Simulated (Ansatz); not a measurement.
These are frozen-core CCSD(T)/aug-cc-pVTZ // B3LYP-D3(BJ)/def2-TZVPD (Ansatz, a quantum-chemistry and plane-wave program) values and carry that method's errors.

Ansatz 0.2 input:
```yaml
crystal:
  periodic: [false, false, false]
  atoms:
    - { symbol: C, position_ang: [-0.141164, 0.914853, -0.640852] }
    - { symbol: C, position_ang: [-0.702228, -0.36461, -0.035415] }
    - { symbol: C, position_ang: [0.784804, -0.106656, 0.005273] }
    - { symbol: H, position_ang: [-0.305673, 1.754174, 0.050326] }
    - { symbol: H, position_ang: [-1.091791, -1.141443, -0.698417] }
    - { symbol: H, position_ang: [-1.203874, -0.387258, 0.940954] }
    - { symbol: H, position_ang: [1.212222, 0.031861, 1.007063] }
    - { symbol: H, position_ang: [1.447703, -0.700919, -0.628932] }
basis:
  gaussian: { orbitals: aug-cc-pVTZ }
correlation:
  method: ccsd_t
total_charge: -1
```

Output:

```
Functional definition: HF
1431 factors; integrals over basis functions are off by at most 9.0e-4 eV
mean field evaluation 1: about -3165.9650 eV, gradient 2.3e1 eV
mean field evaluation 2: about -3165.9659 eV, gradient 2.3e1 eV
mean field evaluation 4: about -3167.7344 eV, gradient 4.0e0 eV
mean field evaluation 8: about -3167.7958 eV, gradient 6.5e-3 eV
mean field evaluation 16: about -3167.7939 eV, gradient 2.6e-1 eV
mean field -3167.79581754 eV, -116.4143490853 hartree, gradient 3.4e-6 eV, S^2 0.000000; 0 other end points of the search recorded, 0 dependent functions left out
3 core orbitals not correlated
reference -3167.79581754 eV, -116.4143490853 hartree; 9, 9 occupied and 241, 241 virtual orbitals, 1431 factors
second order -14.76842358 eV of doubles, -0.00000000 eV of singles
cycle   1  -14.92848650 eV  change   -1.6e-1 eV  update   8.6e-2
cycle   2  -15.28110883 eV  change   -3.5e-1 eV  update   2.6e-2
cycle   3  -15.36573445 eV  change   -8.5e-2 eV  update   1.6e-2
cycle   4  -15.36911159 eV  change   -3.4e-3 eV  update   5.9e-3
cycle   5  -15.36602162 eV  change    3.1e-3 eV  update   4.9e-3
cycle   6  -15.36608625 eV  change   -6.5e-5 eV  update   3.1e-3
cycle   7  -15.36670560 eV  change   -6.2e-4 eV  update   1.8e-3
cycle   8  -15.36636383 eV  change    3.4e-4 eV  update   1.1e-3
cycle   9  -15.36628576 eV  change    7.8e-5 eV  update   4.8e-4
cycle  10  -15.36673277 eV  change   -4.5e-4 eV  update   2.3e-4
cycle  11  -15.36653313 eV  change    2.0e-4 eV  update   1.3e-4
cycle  12  -15.36652830 eV  change    4.8e-6 eV  update   4.4e-5
cycle  13  -15.36652425 eV  change    4.1e-6 eV  update   2.0e-5
perturbative correction -0.73081413 eV, -0.0268569238 hartree
Total energy: -3183.89315591 eV, -117.0059153594 hartree
```

Cost: very roughly 2.5 core-minutes.
